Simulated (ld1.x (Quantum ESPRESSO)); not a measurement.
Logarithmic derivatives: chlorine, RRKJ

```json
{
 "Element": "chlorine",
 "Generator": "ld1.x (Quantum ESPRESSO) 7.5",
 "Type": "norm-conserving RRKJ (Kleinman–Bylander form)",
 "Functional": "PW91",
 "Relativity": "scalar-relativistic",
 "Frozen core": "[Ne]",
 "Valence charge": "7",
 "Reference configuration": "3s2 3p5",
 "Partial waves": "3s (bound): rc 1.25 bohr; 3d channel at -0.2 Ry: rc 1.05 bohr; 3p (bound): rc 1.00 bohr",
 "Local potential": "the p channel",
 "Core correction": "a·sin(br)/r model core, default radius (core density twice the valence density)",
 "rho0": "0.01"
}
```

The phase is arctan(r·u′/u) with u = r·R(r), unwrapped; energies in Ry, scanned from -4 to 5 Ry. A pole is an energy at which the radial function vanishes at the test radius. The pseudo phase is shifted by a multiple of π to meet the all-electron one at the reference energy, and phase errors are pseudo minus all-electron; the curves can meet again beyond the range given. Levels narrower than the energy grid can be missing from the lists of poles.

```tsv
channel	radius (bohr)	reference energy (Ry)	poles, all-electron	poles, pseudo	unbroken range about the reference energy with phases within 0.05 rad	phase error 1 Ry above the reference energy (rad)
s	1.35	-1.52	none	none	the whole range	-0.004
p	1.35	-0.64	none	none	below 4.4	-0.009
d	1.35	-0.20	none	none	the whole range	+0.001
```

Phases in the p channel:

```csv
E (Ry),all-electron,pseudo
-4.00,1.082,1.074
-3.52,1.035,1.027
-3.04,0.976,0.968
-2.56,0.898,0.892
-2.08,0.796,0.790
-1.60,0.655,0.651
-1.12,0.459,0.458
-0.64,0.195,0.195
-0.16,-0.127,-0.129
0.32,-0.454,-0.462
0.80,-0.728,-0.743
1.28,-0.932,-0.953
1.76,-1.079,-1.105
2.24,-1.187,-1.217
2.72,-1.268,-1.302
3.20,-1.330,-1.369
3.68,-1.380,-1.423
4.16,-1.421,-1.468
4.64,-1.455,-1.508
```
